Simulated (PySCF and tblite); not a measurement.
Values are calculated unless marked as measured or tabulated.
2 E/Z isomers of C₅H₈N₂O, numbered alike:

```json
{"isomer": "A", "SMILES": "[CH3:1][O:2]/[C:3]([CH3:4])=[N:5]/[CH2:6][C:7]#[N:8]", "descriptors": "3=5 E"}
{"isomer": "B", "SMILES": "[CH3:1][O:2]/[C:3]([CH3:4])=[N:5]\\[CH2:6][C:7]#[N:8]", "descriptors": "3=5 Z"}
```

Protocol: conformer search, at most 5 conformers an isomer, GFN2-xTB geometries, energies B3LYP/def2-SVP (IEF-PCM, tetrahydrofuran) (D3(BJ) added where defined), GIAO shieldings B97-2/pcSseg-1 (IEF-PCM, tetrahydrofuran), weights at 298.15 K with GFN2-xTB thermal terms. Programs: PySCF with density fitting and tblite.

Question: What shifts does each isomer give (ppm)?

Answer: 
A: ¹H (against TMS): 4.40 (H6, 2H), 3.87 (H1, 3H), 2.13 (H4, 3H). ¹³C (against TMS): 171.7 (C3), 125.4 (C7), 56.4 (C1), 38.2 (C6), 18.5 (C4).

B: ¹H (against TMS): 4.25 (H6, 2H), 4.08 (H1, 3H), 2.33 (H4, 3H). ¹³C (against TMS): 167.1 (C3), 125.6 (C7), 57.5 (C1), 35.8 (C6), 22.0 (C4).

Question: Which carbons tell the isomers apart best?

Answer: C3: 171.7 in A, 167.1 in B; C4: 18.5 in A, 22.0 in B; C6: 38.2 in A, 35.8 in B ppm.

Shifts are unscaled: against experiment ¹³C can be off by 15 ppm or more and ¹H by 0.8 ppm. At least one structure keeps an imaginary mode at the tight-binding level.
